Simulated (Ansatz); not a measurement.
Compare A (`FC([SiH3])O[SiH3]`) with its isomer B (`C[Si](O)(F)[SiH3]`).

Calculated with Ansatz (gas phase, PBE0-D4/def2-TZVP geometries, no zero-point term in ΔE). CBS: MP2 limit from def2 TZ/QZ plus the TZ coupled-cluster correction, frozen cores. Functionals use def2-TZVPP. B3LYP here is the variant with VWN-RPA as its local correlation; programs differ in this. Each species was taken in one conformer, which may not be the lowest.

A:

```xyz
12

F    -0.0198   -0.8015   -1.5312
C    -0.4772   -0.1582   -0.3813
Si   -1.2726    1.5098   -0.8767
O     0.5846    0.0762    0.4680
Si    1.5043   -1.1306    1.1476
H    -1.1925   -0.8588    0.0754
H    -1.8032    2.1556    0.3504
H    -2.3828    1.2484   -1.8271
H    -0.2325    2.3579   -1.5060
H     2.5348   -1.6268    0.2049
H     2.1487   -0.5213    2.3326
H     0.6082   -2.2508    1.5434
```

B:

```xyz
12

C    -0.078   -0.984    1.424
Si    0.215    0.477    0.316
O     1.812    0.770    0.090
F    -0.451    1.741    1.055
Si   -0.710    0.299   -1.828
H    -1.149   -1.150    1.571
H     0.372   -0.822    2.408
H     0.353   -1.891    0.994
H     2.390    0.806    0.855
H    -2.182    0.105   -1.727
H    -0.132   -0.877   -2.532
H    -0.439    1.524   -2.626
```

Task: Which isomer does CCSD(T)/CBS put lower? Give the gap. (Best estimate.)

Result: Computed: B, by 334.7 kJ/mol.

Task: Give E(B) − E(A) in kJ/mol with B2PLYP, r2SCAN-D4, PBE-D4, MP2/def2-TZVPP, HF/def2-TZVPP, B3LYP, CCSD/def2-TZVPP. (An estimate is asked.)

Result: Ansatz gave: B2PLYP -324.1, r2SCAN-D4 -331.4, PBE-D4 -323.8, MP2/def2-TZVPP -337.4, HF/def2-TZVPP -310.5, B3LYP -317.3, CCSD/def2-TZVPP -326.7. None reverses the order clearly.

Largest T1 diagnostic: 0.012.

In def2-TZVPP, CCSD(T) changes the Hartree–Fock value by −15.8 kJ/mol (the triples alone add +0.4 kJ/mol) and MP2 by −26.9 kJ/mol. From PBE to PBE0 (25 % exact exchange), in def2-TZVPP and without D4, E(B) − E(A) moves by −7.1 kJ/mol.
